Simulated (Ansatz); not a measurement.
Reaction (atomization): `Br[C]1=[CH][AlH]1` → Al• + Br• + 2 C• + 2 H•

Program: Ansatz. Geometries: PBE0-D4/def2-TZVP. ΔE: electronic, gas phase. CCSD(T)/CBS is the MP2 limit (def2-TZVPP, def2-QZVPP) plus CCSD(T) − MP2 in def2-TZVPP, frozen cores. This one scheme is used for every species, atoms too. DFT in def2-TZVPP. No spin–orbit coupling; open shells (•) take unrestricted orbitals. Spin–orbit coupling would lower the free atoms: a little for Al, C; clearly for Br. Bonds to Br are less sure, by a few kJ/mol each and by 10 to 20 or more in all where they break to atoms, as the def2 sets lack core-valence functions. Scalar relativity is left out up to krypton.

CCSD(T)/CBS gives +484.2 kcal/mol.

(1) Another level gave +485.2 kcal/mol. Which?
A. PBE-QIDH/def2-TZVPP
B. r2SCAN/def2-TZVPP
C. CAM-B3LYP-D4/def2-TZVPP
D. BLYP-D4/def2-TZVPP

Largest T1 diagnostic among the species: 0.018.

Results:

(1) A. PBE-QIDH 485.2, r2SCAN 490.4, CAM-B3LYP-D4 480.5, BLYP-D4 482.9 kcal/mol.

Leaving LDA and LC-ωPBE aside and taking each functional with its dispersion term where it has one, the values, not all of them listed here, spread over 40.8 kcal/mol, from BHLYP-D4 to PBE-D4. LDA lies +67.6 kcal/mol from PBE without D4, its usual overbinding. In def2-TZVPP, CCSD(T) changes the Hartree–Fock value by +134.6 kcal/mol (the triples alone add +12.5 kcal/mol) and MP2 by +152.5 kcal/mol; breaking electron pairs costs correlation energy, which Hartree–Fock lacks.

For atomizations the MP2-based limit and the directly extrapolated one differ by several kJ/mol either way, and by 10 to 25 for some Ge, Se and Sn compounds, so smaller differences from it don't rank the levels.
